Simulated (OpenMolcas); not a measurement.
**neutral iron: effect of the active space**

```
Program             : OpenMolcas 26.06
Method              : CASSCF
Basis               : ANO-RCC-MB
Scalar Hamiltonian  : DKH2, point nucleus
Spin-orbit coupling : RASSI with atomic mean-field integrals over the reference wave functions, term energies averaged over their components
```

A. 6 electrons in 5 orbitals (3d); 2S+1 = 5 even, 5 roots; 2S+1 = 3 even, 45 roots; 2S+1 = 1 even, 50 roots (35 in the spin-orbit step); cost roughly 21 core-seconds
B. 8 electrons in 6 orbitals (3d 4s); 2S+1 = 5 even, 12 roots; 2S+1 = 3 even, 42 roots kept (CI in the orbitals of an earlier block); 2S+1 = 1 even, 22 roots kept (CI in the orbitals of an earlier block); cost about 30 core-seconds

Energies in cm⁻¹ above 3d⁶ 4s² ⁵D₄, the measured ground level; measured values from NIST Handbook of Basic Atomic Spectroscopic Data.

| Level | A | B | Measured |
| --- | --- | --- | --- |
| 3d⁶ 4s² ⁵D₄ | 0.0 | 0.0 | 0.0 |
| 3d⁶ 4s² ⁵D₃ | 405 | 405 | 416 |
| 3d⁶ 4s² ⁵D₂ | 694 | 694 | 704 |
| 3d⁶ 4s² ⁵D₁ | 881 | 882 | 888 |
| 3d⁶ 4s² ⁵D₀ | 973 | 975 | 978 |
| 3d⁶ 4s² ³H₆ | 20746 | 20738 | 19390 |
| 3d⁶ 4s² ³H₅ | 20962 | 20954 | 19621 |
| 3d⁶ 4s² ³H₄ | 21127 | 21118 | 19788 |
| 3d⁶ 4s² ³G₅ | 26281 | 26248 | 23784 |
| 3d⁶ 4s² ³G₄ | 26661 | 26657 | 24119 |
| 3d⁶ 4s² ³G₃ [61 %] | 26834 | 26886 | 24339 |

Deviations, from unrounded energies. A percentage is the sum of absolute deviations over the sum of measured energies, with the sign that they share, or ± where signs differ.

| Against measurement | Levels | A | B |
| --- | --- | --- | --- |
| mean absolute deviation (cm-1) | 10 | 1200 | 1200 |
| fine structure of the ground term (%) | 4 | -1.1 | -1.0 |
| other terms of the ground configuration (%) | 6 | +8.8 | +8.8 |

A, B lie about equally close to measurement. The largest miss of B in the table is 3d⁶ 4s² ³G₃ [61 %], by +2500 cm-1. The ranking rests on the paired levels alone, and a cruder setting can come out closer through cancelling errors.

The spin-orbit steps hold different terms of 3d⁶ 4s² (B lacks ¹D, ¹F, ¹S, a ³F, a ³P), which shifts levels as well.

Between A and B the level of the table that moves most is 3d⁶ 4s² ³G₃ [61 %], by 52 cm-1 (lowest in A, highest in B).

Without dynamic correlation excited terms often stand tens of per cent too high (terms of higher spin than the ground term too low), and those without a measured partner can miss by more than the paired ones. Some high roots are left out of the spin-orbit mixing, which shifts the levels that they would mix with (holds for A). With the s shell closed, the reference lacks s² → p², s² → d² and s → d mixing, so excited terms can stand far too high and out of order, with CASPT2 too (holds for A). Terms from blocks run as CI alone lack orbitals of their own (holds for B). Measured partners are found by configuration, term and J. A level has none where our copy of the source lacks it or the pairing is in doubt (some pairs that miss far off the trend of their configuration count as doubtful), and it then counts in no deviation. Only configurations of the active space appear. The table leaves out levels that lie high or whose names do not pair safely across all columns.

A share in square brackets marks a mixed level and gives the weight of the term that names it, the lowest over the columns.
